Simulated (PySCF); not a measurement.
Method: PySCF 2.14.0 with PBE-D3(BJ)/def2-TZVP // PBE0-D3(BJ)/def2-SVP. Gas-phase values, no solvent. One relaxed conformer stands for a flexible species; it need not be the lowest. Delta-SCF ions had no search for a lower state. Excitations are Tamm–Dancoff values on a coarser integration grid. The basis has no diffuse functions, so Rydberg states are missing or too high.

Reference species (SMILES): `C=Cc1ccc(F)c([SiH3])c1` (C–C–C–C torsion 1°) (neutral, multiplicity 1).

```yaml
LUMO: -2.18 eV
HOMO–LUMO gap: 3.54 eV
vertical ionisation energy (Delta-SCF): 8.15 eV
T1 excitation (TDA): 3.05 eV
```

Changed species: `C=C(F)c1ccc([SiH3])cc1` (F–C–C–C torsion 5°).

**Question.** What does the change do to the LUMO, HOMO–LUMO gap, vertical ionisation energy (Delta-SCF) and T1 excitation (TDA)?

**Answer.** the LUMO falls by 0.19 eV, to -2.37 eV; the HOMO–LUMO gap falls by 0.03 eV, to 3.51 eV; the vertical ionisation energy (Delta-SCF) rises by 0.14 eV, to 8.29 eV; the T1 excitation (TDA) decreases by 0.02 eV, to 3.03 eV.
